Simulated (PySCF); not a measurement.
**Cu (copper, neutral) across methods**

[Ar] 3d10 4d1, 2D determinant (an excited configuration). Calculation: PySCF 2.14, in x2c-TZVPPall with one added diffuse shell each of s, p, d, f type (7s6p5d3f1g, 80 functions); scalar relativity by spin-free X2C-1e.

```csv
method,E (hartree),mean ε 3d α (eV),mean ε 3d β (eV),mean ε 4d α (eV),Σ⟨r²⟩ (bohr²),⟨S²⟩
r2SCAN,-1654.483,-9.860,-9.852,-0.628,85.16,0.750
LDA,-1651.642,-10.214,-10.207,-0.611,84.97,0.750
revPBE,-1654.447,-9.755,-9.748,-0.798,86.59,0.750
PBE0,-1654.277,-12.050,-12.041,-0.921,85.65,0.750
PBEsol,-1652.905,-9.865,-9.858,-0.672,85.94,0.750
PBE,-1654.286,-9.873,-9.866,-0.747,86.04,0.750
UHF,-1652.93683,-18.073,-18.057,-1.266,85.14,0.750
```

(1) Estimate the same row for M06-2X.

The outer electron is Rydberg-like, and this basis confines it to a smaller radius and binds it less than a complete one would.

Results:

(1) E (hartree) = -1654.527; mean ε 3d α (eV) = -14.776; mean ε 3d β (eV) = -14.750; mean ε 4d α (eV) = -0.992; Σ⟨r²⟩ (bohr²) = 85.49; ⟨S²⟩ = 0.750.
